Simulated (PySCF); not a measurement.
C5H7F, SMILES F[C@H]1C=CCC1. Geometry: PBE-D3(BJ)/def2-SVP. The structure was generated by enumeration; whether it is a known compound was not checked. One conformer was computed; it need not be the lowest.

Give the equilibrium geometry at PBE-D3(BJ)/def2-SVP (PySCF confirms it by a frequency run) as bond lengths and angles. (Estimate from the structure and the level; the computed values follow.)

Several could match; the one computed here: 
Atoms: F1 C2 C3 C4 C5 C6 H7 H8 H9 H10 H11 H12 H13. Bond lengths (Å): F1–C2 1.399, C2–C3 1.507, C2–C6 1.542, C2–H7 1.117, C3–C4 1.347, C3–H8 1.100, C4–C5 1.510, C4–H9 1.101, C5–C6 1.547, C5–H10 1.111, C5–H11 1.114, C6–H12 1.109, C6–H13 1.107. Bond angles (°): F1–C2–C3 112.4, F1–C2–C6 111.3, F1–C2–H7 106.0, C3–C2–C6 103.6, C3–C2–H7 111.0, C6–C2–H7 112.6, C2–C3–C4 111.3, C2–C3–H8 122.3, C4–C3–H8 126.4, C3–C4–C5 112.1, C3–C4–H9 125.0, C5–C4–H9 122.9, C4–C5–C6 103.1, C4–C5–H10 113.0, C4–C5–H11 110.2, C6–C5–H10 113.4, C6–C5–H11 111.5, H10–C5–H11 105.8, C2–C6–C5 105.7, C2–C6–H12 105.7, C2–C6–H13 113.5, C5–C6–H12 110.0, C5–C6–H13 113.9, H12–C6–H13 107.8.
Charge 0, spin multiplicity 1.
